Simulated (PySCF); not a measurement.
## H₂ZrO + O₂ → ZrO₂ + H₂O

Level: PBE0 in the def2-TZVP basis family, computed in PySCF with density fitting; scalar-relativistic core potentials for atoms from Rb on, none lighter, no spin–orbit coupling; open shells unrestricted.

```tsv
species	state and structure	E (Eh)	ZPE (kJ/mol)	H(298 K) − H(0) (kJ/mol)	S° (J/(mol K))
H₂ZrO	singlet, Cs, Zr–H 1.871 Å (×2), Zr–O 1.722 Å; H–Zr–H 111.8°, H–Zr–O 105.4° (×2)	-123.40365	34.8	11.8	263.7
O₂	triplet, D∞h, O–O 1.193 Å	-150.23561	10.3	8.7	204.9
ZrO₂	singlet, C2v, Zr–O 1.762 Å (×2); O–Zr–O 108.0°	-197.43867	12.9	11.2	267.7
H₂O	singlet, C2v, O–H 0.960 Å (×2); H–O–H 105.1°	-76.37736	56.5	9.9	188.7
```

**Question.** What is the electronic reaction energy?

**Answer.** At PBE0/def2-TZVP, ΔE = -464.1 kJ/mol from the differences of the total energies times 2625.5, downhill. 

**Question.** Add zero-point, thermal and entropy terms for 298.15 K and 1 bar.

**Answer.** ΔZPE = 24.3 and Δ[H(298) − H(0)] = 0.6 kJ/mol give ΔH° = -439.2 kJ/mol. ΔS° = -12.2 J/(mol K), so ΔG° = -439.2 − 298.15 × (-0.0122) = -436 kJ/mol.

Each species is the lowest minimum found with this bonding; other isomers or fragments can lie lower.
